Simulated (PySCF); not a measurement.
The 23-electron isoelectronic series, non-relativistic

All values are computed (PySCF 2.14, energy differences of UHF-based or UKS calculations, no spin-orbit coupling). Each ion has its own even-tempered basis scaled to its charge (17s11p8d4f3g for the first); frozen: [Ne]. Ionisation energies in eV.

| ion | configuration | UHF | LDA | PBE | PBE0 | r2SCAN | MP2 (outer shells) | NIST (with spin-orbit, Breit and QED) |
| --- | --- | --- | --- | --- | --- | --- | --- | --- |
| Ce³⁵⁺ | [Ar] 3d5 (6S) | 2402.3 | 2400.0 | 2399.5 | 2400.6 | 2401.1 | 2402.5 | 2378 ± 5 (t) |
| Nd³⁷⁺ | [Ar] 3d5 (6S) | 2652.8 | 2650.2 | 2649.7 | 2651.0 | 2651.5 | 2653.0 | 2627 ± 4 (t) |
| Pm³⁸⁺ | [Ar] 3d5 (6S) | 2782.6 | n/a | n/a | n/a | n/a | 2782.7 | 2755 ± 4 (t) |
| Sm³⁹⁺ | [Ar] 3d5 (6S) | 2915.4 | 2912.6 | 2912.1 | 2913.4 | 2913.9 | 2915.5 | 2887 ± 4 (t) |
| Gd⁴¹⁺ | [Ar] 3d5 (6S) | 3190.1 | 3187.1 | 3186.6 | 3187.9 | 3188.5 | 3190.2 | 3160 ± 4 (t) |
| Dy⁴³⁺ | [Ar] 3d5 (6S) | 3477.0 | 3473.7 | 3473.2 | 3474.6 | 3475.2 | 3477.0 | 3445 ± 4 (t) |
| Er⁴⁵⁺ | [Ar] 3d5 (6S) | 3776.0 | 3772.4 | 3771.9 | 3773.4 | 3774.0 | 3775.9 | 3742 ± 4 (t) |
| Yb⁴⁷⁺ | [Ar] 3d5 (6S) | 4087.1 | 4083.2 | 4082.8 | 4084.3 | 4085.0 | 4087.0 | 4051 ± 4 (t) |
| Hf⁴⁹⁺ | [Ar] 3d5 (6S) | 4410.2 | 4406.2 | 4405.7 | 4407.3 | 4408.0 | 4410.1 | 4372 ± 4 (t) |
| W⁵¹⁺ | [Ar] 3d5 (6S) | 4745.6 | 4741.3 | 4740.8 | 4742.5 | 4743.2 | 4745.4 | 4709 ± 4 (s) |

Each ion has its own basis, which adds noise of up to about 0.1 % along the series.

NIST values marked (s) are semi-empirical, (t) theoretical. Open shells are high-spin determinants of the terms that Hund's rules give; for the heavier ions, far from LS coupling, these are not the ground levels.

All relativistic terms are absent from the calculated values; where these lie close to NIST, scalar and spin-orbit shifts of opposite sign can cancel.
